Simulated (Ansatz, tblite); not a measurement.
Species of one formula, In₉Sb₉ (singlet), each relaxed with PBE-D4/def2-SVP in Ansatz.

In the def2 sets In, Sb take a core potential; there is no spin–orbit coupling. The xTB rows come from tblite. Correlated methods freeze 72 core orbitals; core or outer-core shells of In, Sb are correlated, in sets that lack core-valence functions. Single mean-field runs in def2-SVP, def2-mTZVP are fitted with def2-universal-jkfit.

Run but left out: HF/def2-SVP (A: restricted singlet, unstable towards broken spin symmetry).

A: The restricted singlet is unstable towards broken spin symmetry in Hartree–Fock (as tested in another run); at PBE-D4/def2-SVP, r2SCAN-D4/def2-SVP, r2SCAN-D4/def2-mTZVP, r2SCANh-D4/def2-SVP and others this wasn't settled. At MP2/def2-SVP the restricted singlet (for correlated methods, its reference) is unstable: a solution with broken spin symmetry lies lower. B: The restricted singlet is unstable towards broken spin symmetry in Hartree–Fock (as tested in another run); at r2SCAN-D4/def2-SVP, r2SCAN-D4/def2-mTZVP, r2SCANh-D4/def2-SVP, PBE0-D4/def2-SVP this wasn't settled. At MP2/def2-SVP the restricted singlet (for correlated methods, its reference) is unstable: a solution with broken spin symmetry lies lower.

Other spin states weren't relaxed.

A: In₉Sb₉ (started as a model of: In9Sb9 wurtzite hole sphere)

```xyz
18

In   -3.208   -1.715    2.685
In    0.649   -1.890    1.463
In   -2.465   -1.859   -0.498
In    3.929   -2.235   -0.125
In    1.610   -1.411   -2.280
In   -1.436    1.282    1.561
In    2.071    1.357    0.103
In   -1.111    2.124   -2.007
In    0.238    4.511   -0.222
Sb   -4.469   -3.309    0.919
Sb   -0.798   -0.683    3.623
Sb   -0.047   -3.298   -0.891
Sb    3.187   -0.532    1.949
Sb    4.135   -2.636   -2.779
Sb   -3.243    0.901   -0.583
Sb    0.761    3.048    2.090
Sb    1.582    1.401   -2.684
Sb   -1.385    4.943   -2.325
```

B: In9Sb9

```xyz
18

In    0.509    0.841    3.313
In   -0.003   -1.418    0.242
In   -0.977   -3.494   -2.229
In   -2.565   -0.005    1.598
In    3.449   -0.861    1.307
In    2.522   -2.528   -2.367
In   -1.094    2.284   -0.557
In    1.548    3.201    1.239
In   -0.307   -0.032   -3.063
Sb   -0.741   -1.665    3.078
Sb   -1.728    2.633    2.607
Sb    3.103    1.881    3.155
Sb   -2.824   -1.222   -1.017
Sb    0.950   -4.089   -0.249
Sb    0.316   -2.364   -4.497
Sb   -0.802    4.767    0.869
Sb   -2.837    1.230   -2.548
Sb    1.482    0.840   -0.884
```

C: In9Sb9 (started as a model of: (InSb)9 cage of four- and six-membered rings)

```xyz
18

In    1.3334    0.4144    3.3411
In   -1.3718   -1.3023    2.4124
In    2.1462   -1.9028    1.0825
In    2.2889    2.0156   -0.3105
In   -1.2288    2.6169    1.0210
In   -0.3370    2.8682   -2.1836
In   -2.6760   -0.4138   -1.4374
In    0.8422   -1.0138   -2.7686
In   -0.9969   -3.2829   -1.1574
Sb   -1.3505    1.3719    3.5023
Sb    0.9476   -2.4670    3.6195
Sb    3.6121    0.5251    1.6260
Sb    0.7668    4.4152    0.0343
Sb   -2.9841    2.3420   -1.2557
Sb    1.9783    1.4958   -3.1336
Sb   -3.1095   -2.4442    0.5692
Sb    1.8532   -3.2903   -1.3074
Sb   -1.7140   -1.9482   -3.6541
```

Question: Estimate which lies lowest at each level, and how far above it the others are (kcal/mol).

Answer: 
| level | A | B | C |
| --- | --- | --- | --- |
| GFN1-xTB | 76.0 | 0.0 | 38.6 |
| PBE-D4/def2-SVP | 58.3 | 6.7 | 0.0 |
| r2SCAN-D4/def2-SVP | 65.1 | 24.7 | 0.0 |
| r2SCAN-D4/def2-mTZVP | 65.3 | 25.8 | 0.0 |
| r2SCANh-D4/def2-SVP | 68.8 | 27.7 | 0.0 |
| PBE0-D4/def2-SVP | 70.7 | 20.0 | 0.0 |
| RPA@PBE/def2-SVP | 60.0 | 20.2 | 0.0 |
| MP2/def2-SVP | 71.7 | 17.0 | 0.0 |
Point groups (tolerance 0.1 Å): A C3, B not assigned, C C3h.
